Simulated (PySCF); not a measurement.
C5H7Si (doublet state).
SMILES with atom numbers: `[CH3:1][Si@H:2]1[C:3]=[CH:4][CH:5]=[CH:6]1` (hydrogens: H7, H8, H9 on C1; H10 on Si2; H11 on C4; H12 on C5; H13 on C6)

Geometry (GFN2-xTB, Å), atoms numbered from 1 in this order:
```
atom  x, y, z in Å
C1     2.1487   -0.3838   -0.1028
Si2    0.4877   -0.1479    0.7814
C3    -0.2911    1.5373    0.4787
C4    -1.4425    1.4366   -0.1616
C5    -1.8446    0.0624   -0.4930
C6    -1.0048   -0.9075   -0.1141
H7     2.4629   -1.4217   -0.0605
H8     2.0924   -0.0900   -1.1459
H9     2.9169    0.2157    0.3735
H10    0.5383   -0.5109    2.1999
H11   -2.0802    2.2589   -0.4490
H12   -2.7760   -0.1011   -1.0190
H13   -1.2121   -1.9477   -0.3054
```

Level of theory: UKS B3LYP, pcH-1 on C H Si, non-relativistic, mean-field spin-orbit, GIAO in PySCF 2.14.0. Isolated species at its GFN2-xTB geometry, gas phase. The geometry wasn't refined by DFT: couplings that depend on bond lengths, twists or pyramidal angles can differ widely from those at the functional's own minimum. The SCF solution wasn't tested for stability.

Principal values of hyperfine tensors in MHz (contact, dipolar and spin–orbit terms together), for some of the nuclei:

| atom | isotope | A1 | A2 | A3 |
| --- | --- | --- | --- | --- |
| C3 | 13C | 283.19 | 309.32 | 495.11 |
| C5 | 13C | 77.15 | 85.08 | 93.95 |
| H11 | 1H | 76.19 | 77.59 | 93.51 |
| Si2 | 29Si | -99.59 | -65.85 | -63.95 |
| C6 | 13C | 8.24 | 24.46 | 31.48 |
| C4 | 13C | -31.00 | -6.05 | 6.68 |
| H12 | 1H | 3.87 | 4.73 | 13.74 |
| H10 | 1H | -6.22 | -5.38 | 3.47 |

Problem. Give the isotropic coupling of each nucleus in MHz and in mT (g = 2.0020), and the anisotropic part.

Solution. a_iso = (A1 + A2 + A3)/3, Ti = Ai − a_iso; 1 mT corresponds to 28.020 MHz. The tensors hold a spin–orbit part: the run splits a_iso into a_FC + a_SO, and T includes its anisotropic share.

```json
{"atom": "C3", "a_iso (MHz)": "362.54", "a_FC": "362.68", "a_SO": "-0.14", "a_iso (mT)": "12.938", "T1": "-79.35", "T2": "-53.22", "T3": "132.57"}
{"atom": "C5", "a_iso (MHz)": "85.39", "a_FC": "85.41", "a_SO": "-0.02", "a_iso (mT)": "3.048", "T1": "-8.24", "T2": "-0.32", "T3": "8.56"}
{"atom": "H11", "a_iso (MHz)": "82.43", "a_FC": "82.43", "a_SO": "0.00", "a_iso (mT)": "2.942", "T1": "-6.24", "T2": "-4.84", "T3": "11.08"}
{"atom": "Si2", "a_iso (MHz)": "-76.46", "a_FC": "-76.56", "a_SO": "0.09", "a_iso (mT)": "-2.729", "T1": "-23.13", "T2": "10.61", "T3": "12.52"}
{"atom": "C6", "a_iso (MHz)": "21.40", "a_FC": "21.40", "a_SO": "0.00", "a_iso (mT)": "0.764", "T1": "-13.15", "T2": "3.06", "T3": "10.09"}
{"atom": "C4", "a_iso (MHz)": "-10.12", "a_FC": "-10.13", "a_SO": "0.00", "a_iso (mT)": "-0.361", "T1": "-20.87", "T2": "4.07", "T3": "16.80"}
{"atom": "H12", "a_iso (MHz)": "7.45", "a_FC": "7.45", "a_SO": "0.00", "a_iso (mT)": "0.266", "T1": "-3.58", "T2": "-2.72", "T3": "6.29"}
{"atom": "H10", "a_iso (MHz)": "-2.71", "a_FC": "-2.71", "a_SO": "0.00", "a_iso (mT)": "-0.097", "T1": "-3.51", "T2": "-2.67", "T3": "6.18"}
```

Problem. What spin density at the nucleus of Si2 lies behind its contact coupling (g_N = -1.11058)?

Solution. a_FC = (2μ0/3) gₑ μB g_N μN ρ(0)/(2S·h) = 800.24 MHz × g_N × ρ(0)/(2S), with ρ in bohr⁻³. With a_FC = -76.56 MHz and 2S = 1, ρ(0) = 0.08614 bohr⁻³. The nuclear moment is negative, so coupling and spin density have opposite signs.

Problem. H13 (1H, g_N = 5.58569) isn't in the table. Its spin density at the nucleus is 0.002249 bohr⁻³. What is its contact coupling?

Solution. By the same relation, a_FC = 10.05 MHz. Its full tensor has the principal values 6.90, 11.10, 12.16 MHz.

Problem. Which nucleus of the table has the largest anisotropic coupling, and what is its form?

Solution. C3: -79.3, -53.2, 132.6 MHz (the dipolar term alone has -79.2, -53.2, 132.5), rhombic: the two smaller values differ by 20 % of the largest.

Problem. What first-order splitting does C5 cause when the field lies along A1, A2 or A3 of its tensor (g taken as isotropic, no quadrupole term)?

Solution. 2 lines (I = 1/2), spaced by |A_i|/(g × 13.996): 2.75, 3.04, 3.35 mT along the axes of A1, A2 and A3.
